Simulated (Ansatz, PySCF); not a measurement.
System: C₃H₇S, charge -1, multiplicity 1. It need not be the lowest isomer of its formula. Whether it binds its extra electron was not tested at this geometry. 
Coordinates optimised at B3LYP-D3(BJ)/def2-TZVP (Ansatz, a program for electronic structure):
SMILES: CC[CH-]S
```xyz
11

C     -2.3781     0.1234    -0.2960
C     -1.0102     0.2447     0.3850
C      0.0966    -0.2603    -0.5177
S      1.7229    -0.0911     0.2080
H     -2.5852    -0.9211    -0.5536
H     -3.1969     0.4747     0.3471
H     -2.3852     0.6914    -1.2308
H     -0.8313     1.3013     0.6234
H     -1.1022    -0.2554     1.3813
H     -0.0380    -1.3259    -0.7409
H      2.3228     0.8460    -0.5825
```
Charge -1, spin multiplicity 1.

Total electronic energies in hartree. Valence correlation only, unless marked. No spin-orbit coupling. No relativistic terms. CBS(X,Y): correlation extrapolated as X^-3; Hartree-Fock from the larger set. [CCSD(T)-MP2]/basis is that difference in the basis named.

| level | program | energy (Eh) |
|---|---|---|
| HF/STO-3G | Ansatz | -509.20867 |
| HF/aug-cc-pV(D+d)Z | Ansatz | -515.15474 |
| RI-HF/cc-pV(T+d)Z | Ansatz | -515.18777 |
| SVWN5/def2-TZVPD | Ansatz | -514.24992 |
| PBE0-D4/def2-TZVPD | Ansatz + dftd4 | -516.45640 |
| TPSSh/def2-TZVPD | PySCF | -516.76738 |
| M06-2X/def2-TZVPD | PySCF | -516.65523 |
| HSE06-D4/def2-TZVPD | Ansatz + dftd4 | -516.44091 |
| CAM-B3LYP/def2-TZVPD | PySCF | -516.67550 |
| B2PLYP-D3(BJ)/def2-TZVPD | Ansatz + dftd3 | -516.49294 |
| RPA@PBE/cc-pV(T+d)Z | Ansatz | -516.37079 |
| RPA@PBE/cc-pV(Q+d)Z | Ansatz | -516.47806 |
| MP2/6-31G | Ansatz | -515.33417 |
| MP2/aug-cc-pV(T+d)Z | Ansatz | -515.93999 |
| MP2/cc-pVTZ | Ansatz | -515.91088 |
| RI-MP2/cc-pV(T+d)Z | Ansatz | -515.91341 |
| SCS-MP2/cc-pVTZ | Ansatz | -515.91264 |
| CCSD/6-31G* | Ansatz | -515.66427 |
| CCSD/cc-pwCVTZ | Ansatz | -515.96921 |
| CCSD(T)/STO-3G | Ansatz | -509.43174 |
| CCSD(T)/cc-pVTZ | Ansatz | -515.99145 |
| CCSD(T)/cc-pwCVTZ | Ansatz | -516.00398 |
| RI-MP2/CBS(aug-cc-pV(T+d)Z,aug-cc-pV(Q+d)Z)+[CCSD(T)-MP2]/aug-cc-pV(T+d)Z | Ansatz | -516.1022 |

Totals of different functionals don't rank their quality; only differences between species are comparable.
